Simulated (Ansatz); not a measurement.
Ideal-gas functions of Cl₂HOSV (`[OH][V](=[S])([Cl])[Cl]`) at 298.15 K and 1 bar, from an Ansatz frequency run at PBE0-D4/def2-TZVP.

Molar mass 170.92 g/mol, point group Cs (symmetry number 1), electronic degeneracy 1, moments of inertia 277.175, 307.339, 402.487 u Å². Harmonic wavenumbers (cm⁻¹, unscaled): 134, 156, 170, 190, 234, 376, 435, 499, 610, 693, 796, 3805.

Use S(trans) = R[1.5 ln M + 2.5 ln T − 1.1517]; rotational temperatures θ = 24.2544 K / I; S(rot) = R[ln(√π/σ · √(T³/θAθBθC)) + 1.5]; for each mode x = 1.438777 ν̃/T, S = R[x/(eˣ − 1) − ln(1 − e⁻ˣ)] and H = RT x/(eˣ − 1); 1 cm⁻¹ = 0.0119627 kJ/mol; R = 8.31446 J/(mol·K).

Q: By hand: the entropy, in J/(mol·K).

A: Translation 173.0. Rotation: θ = 0.0875, 0.0789, 0.0603 K, giving 120.6. Vibration, mode by mode: 12.08, 10.87, 10.19, 9.32, 7.73, 4.42, 3.52, 2.76, 1.81, 1.32, 0.88, 0.00, in all 64.9. Electronic 0.0. Sum 358.5 J/(mol·K).

Q: By hand: H − E and G − E in kJ/mol, counted from the electronic energy.

A: Zero-point energy ½ × 8098 × 0.0119627 = 48.4; thermal vibration 11.0; translation, rotation and pV give 4 RT = 9.9. H − E = 69.3 kJ/mol, and G − E = 69.3 − 298.15 × 358.5/1000 = -37.6 kJ/mol.

Vibration gives 18 % of the entropy, 12.1 J/(mol·K) of it from the mode under 150 cm⁻¹: soft modes count most, and the harmonic formula is weakest for them. The sum counts one conformer and one mirror image; others add a mixing term.
